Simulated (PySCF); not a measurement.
Vertical excitations of a molecule C3H9Ge, multiplicity 2 from TDA-M06-2X/def2-SVPD run with PySCF, as energy in eV (oscillator strength): 4.47 (0.001), 5.18 (0.007), 5.36 (0.046), 5.48 (0.008), 5.79 (0.012), 5.82 (0.001), 6.28 (0.007), 6.34 (0.096), 6.55 (0.018), 6.60 (0.014). Geometry optimised at ωB97X-D3(BJ)/def2-SVP. One conformer was computed; it need not be the lowest.

Q: Identify the compound among the candidates.
A. C[C](C)[GeH3]
B. C[CH][CH2][GeH3]
C. [CH3][Ge]([CH3])[CH3]

A: B, C[CH][CH2][GeH3]
